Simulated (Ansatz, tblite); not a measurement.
Removing an electron: (BeO)6 prism (Be₆O₆). Total charge 0; singlet. Geometry: PBE-D4/def2-SVP. Ansatz, gas phase; energy differences of separate SCF runs; the oxidised species was run as a doublet alone.

```tsv
atom	x (Å)	y (Å)	z (Å)
Be1	-0.7008	0.9353	-1.1658
O2	0.1140	1.8792	-0.2032
Be3	0.2709	1.1291	1.1731
O4	-0.5912	-0.0308	1.7994
Be5	-1.3272	-0.7628	0.6147
O6	-1.6839	-0.2489	-0.8310
Be7	-0.2708	-1.1291	-1.1731
O8	0.5911	0.0308	-1.7995
Be9	1.3272	0.7627	-0.6147
O10	1.6839	0.2488	0.8310
Be11	0.7007	-0.9352	1.1659
O12	-0.1139	-1.8792	0.2032
```

The xTB rows come from tblite. Correlated methods freeze 6 core orbitals. The rows differ in basis, and correlated rows in double-zeta sets carry the largest basis error. In CCSD on the charge 1 doublet the largest single amplitude is 0.33, so its Hartree–Fock determinant may place the open shell otherwise than the density functionals do.

| level | −HOMO (eV) | vertical IE (eV) | −LUMO (eV) | HOMO–LUMO gap (eV) |
| --- | --- | --- | --- | --- |
| GFN2-xTB | 11.85 | 15.00 | 8.50 | 3.35 |
| HF/def2-SVP | – | 10.63 | – | – |
| r2SCAN0-D4/def2-TZVP | 8.64 | 10.48 | 0.92 | 7.72 |
| CCSD/def2-SVP | – | 11.21 | – | – |

Question: Estimate the rows for GFN1-xTB, PBE0-D4/def2-TZVP, MP2/def2-SVP, CCSD(T)/def2-SVP.

Answer: 
```tsv
level	−HOMO (eV)	vertical IE (eV)	−LUMO (eV)	HOMO–LUMO gap (eV)
GFN1-xTB	10.11	13.15	7.08	3.03
PBE0-D4/def2-TZVP	8.41	10.34	1.24	7.18
MP2/def2-SVP	–	11.72	–	–
CCSD(T)/def2-SVP	–	11.08	–	–
```

Run but left out: PBE-D4/def2-TZVP (charge +1 doublet: an occupied level 0.04 eV above an empty one).  Raw xTB energy differences between charge states are shifted by several eV; the methods need an empirical correction for them.
